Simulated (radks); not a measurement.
Values are calculated unless marked as measured or tabulated.
Q: Ionisation of neutral gadolinium, [Xe] 4f7 5d1 6s2, to Gd+, [Xe] 4f7 5d1 6s1, under several functionals. Scalar-relativistic Kohn-Sham, spin-polarised, spherical densities, finite nucleus; open shells are filled with parallel spins first (spin-orbit coupling, left out, can overturn this in heavy ions); a radial shooting solver on a logarithmic mesh with Libxc functionals. The NIST Atomic Spectra Database gives 6.150 eV (measured). Rank these functionals by the error of their Delta-SCF ionisation energy: SOGGA; RPBE; XLYP; r2SCAN; BLYP; PBE; MS2 meta-GGA.

A: From best to worst: XLYP 6.141 eV (-0.009); BLYP 6.082 eV (-0.068); PBE 5.994 eV (-0.155); RPBE 5.943 eV (-0.207); SOGGA 5.837 eV (-0.313); MS2 meta-GGA 5.707 eV (-0.443); r2SCAN 5.623 eV (-0.527). Open shells are spherical and high-spin; term and fine-structure splittings are not resolved. Spin-orbit splitting is averaged out at the scalar-relativistic level.
